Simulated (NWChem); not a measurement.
**Atomisation of germylsilane (H₆GeSi)**

```
Ge
H 1 1.5407
H 1 1.5407 2 108.39
H 1 1.5407 2 108.39 3 -117.45
Si 1 2.3831 2 110.53 3 121.28
H 5 1.4948 1 110.13 2 -60.00
H 5 1.4948 6 108.80 1 -120.80
H 5 1.4948 6 108.81 7 -118.40
```
Charge 0, spin multiplicity 1.

Program: NWChem. The geometry was optimised at PBE0/def2-SVP, a minimum by its harmonic frequencies.

Basis set: def2-TZVP. The atomisation energy is electronic alone: no zero-point, thermal, spin-orbit or counterpoise terms. No value is extrapolated to the basis-set limit. Free atoms are single determinants with multiplicities Si 3, Ge 3, H 2. Correlated methods freeze the same cores in atoms and molecule, 14 orbitals in all.

The cost column gives rough processor time relative to HF; each entry includes its own SCF. Costs are the molecule's.

The Hamiltonian is non-relativistic. B3LYP has NWChem's definition, with VWN1-RPA local correlation. GW and range-separated runs recompute their integrals, the others keep them in memory, which bears on the times. No SCF solution was tested for a lower state. Open-shell Hartree-Fock references start from PBE0 orbitals; any time given for them includes that run.

```json
[
 {"method": "HF", "atomisation energy (kcal/mol)": "389.3", "relative cost": "1"},
 {"method": "PBE0", "atomisation energy (kcal/mol)": "498.6", "relative cost": "under 3"},
 {"method": "BHandHLYP", "atomisation energy (kcal/mol)": "502.9", "relative cost": "under 3"},
 {"method": "PBE", "atomisation energy (kcal/mol)": "[?]", "relative cost": "under 3"},
 {"method": "BLYP", "atomisation energy (kcal/mol)": "[?]", "relative cost": "under 3"},
 {"method": "B3LYP", "atomisation energy (kcal/mol)": "504.4", "relative cost": "under 3"},
 {"method": "MP2", "atomisation energy (kcal/mol)": "[?]", "relative cost": "under 3"},
 {"method": "LC-wPBE (omega 0.3 per bohr)", "atomisation energy (kcal/mol)": "498.7", "relative cost": "10"}
]
```

What belongs in the gaps?


- PBE, atomisation energy (kcal/mol): 496.5
- BLYP, atomisation energy (kcal/mol): 494.5
- MP2, atomisation energy (kcal/mol): 479.8
